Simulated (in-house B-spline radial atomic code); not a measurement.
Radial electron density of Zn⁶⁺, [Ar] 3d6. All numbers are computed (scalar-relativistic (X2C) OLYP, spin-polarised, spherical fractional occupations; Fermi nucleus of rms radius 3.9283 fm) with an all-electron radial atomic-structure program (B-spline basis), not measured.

One-electron X2C: radii and densities carry no picture-change correction, so inner-shell <1/r> comes out high (for 1s by about 2 % at Z = 33, 5 % at 54, 10 % at 75, 30 % at 118) and <r> low.

Columns: r (bohr), 4πr²n(r) (electrons per bohr), bar.

```
  0.0019    1.042 #
 0.00227    1.419 #
  0.0027    1.909 ##
 0.00322    2.569 ###
 0.00384    3.439 ####
 0.00457    4.558 #####
 0.00544    5.998 ######
 0.00648    7.828 ########
 0.00772    10.11 ###########
  0.0092    12.88 #############
   0.011    16.22 #################
  0.0131    19.94 #####################
  0.0155    23.82 #########################
  0.0185    27.95 #############################
  0.0221    31.78 #################################
  0.0263    34.74 ####################################
  0.0313    36.46 ######################################
  0.0373     36.6 ######################################
  0.0444    35.18 #####################################
  0.0529    32.72 ##################################
   0.063    30.31 ################################
  0.0751     29.3 ###############################
  0.0894     30.7 ################################
   0.107     34.6 ####################################
   0.127    39.15 #########################################
   0.151    42.04 ############################################
    0.18     40.9 ###########################################
   0.215    35.08 #####################################
   0.256    27.07 ############################
   0.304    20.71 ######################
   0.363    18.59 ###################
   0.432    20.44 #####################
   0.515     22.9 ########################
   0.613    22.55 ########################
    0.73    18.48 ###################
    0.87    12.36 #############
    1.04    6.593 #######
    1.23    2.963 ###
    1.47    1.017 #
    1.75   0.2853 
    2.09   0.0596 
    2.48 0.009362
```

On this grid the curve has 3 maxima, near 0.0373, 0.151, 0.515 bohr.

The 3p down radial function P(r) = rR(r), positive near the nucleus:

```tsv
r (bohr)	P
0.0019	0.001451
0.0027	0.002749
0.00384	0.005233
0.00544	0.00989
0.00772	0.01867
0.011	0.03516
0.0155	0.06389
0.0221	0.1155
0.0313	0.1989
0.0444	0.3247
0.063	0.4884
0.0894	0.6483
0.127	0.7012
0.18	0.4965
0.256	-0.05767
0.363	-0.7906
0.515	-1.282
0.73	-1.196
1.04	-0.6837
1.47	-0.2328
2.09	-0.0393
```
